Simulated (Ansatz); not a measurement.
Start from `CSC(C)(C)C` and change one atom or group to get `CC(C)(C)O[Si]Cl`.

Ansatz, PBE0-D4/def2-TZVP geometries, multiplicity 1. Each molecule was computed in one conformer, which needn't be the lowest.

```json
{"property": "vertical ionisation energy (CCSD(T)/CBS(def2)) / eV", "`CSC(C)(C)C`": "8.53"}
{"property": "LUMO energy (B3LYP/def2-TZVPP) / eV", "`CSC(C)(C)C`": "0.72"}
{"property": "HOMO–LUMO gap (PBE/def2-TZVPP) / eV", "`CSC(C)(C)C`": "5.10"}
{"property": "HOMO–LUMO gap (ωB97M-V/def2-TZVPP) / eV", "`CSC(C)(C)C`": "10.92"}
{"property": "HOMO energy (B3LYP/def2-TZVPP) / eV", "`CSC(C)(C)C`": "-5.97"}
{"property": "size of the dipole moment (PBE/def2-TZVPP) / D", "`CSC(C)(C)C`": "1.49"}
```

Problem. What does the change do to each property? (Best estimate.)

Solution. Computed: 
| property | `CC(C)(C)O[Si]Cl` | shift |
| --- | --- | --- |
| vertical ionisation energy (CCSD(T)/CBS(def2)) / eV | 9.49 | 0.96 |
| LUMO energy (B3LYP/def2-TZVPP) / eV | -1.90 | -2.62 |
| HOMO–LUMO gap (PBE/def2-TZVPP) / eV | 3.58 | -1.52 |
| HOMO–LUMO gap (ωB97M-V/def2-TZVPP) / eV | 9.55 | -1.37 |
| HOMO energy (B3LYP/def2-TZVPP) / eV | -7.01 | -1.04 |
| size of the dipole moment (PBE/def2-TZVPP) / D | 2.40 | 0.91 |

With PBE0 the HOMO falls by 1.01 eV and the LUMO falls by 2.76 eV, so the gap narrows by about 1.75 eV. PBE moves the HOMO by -1.13 eV and ωB97M-V by -0.86 eV. Dipoles are sizes alone; their direction can turn.

B3LYP here is the variant with VWN-RPA as its local correlation; programs differ in this.
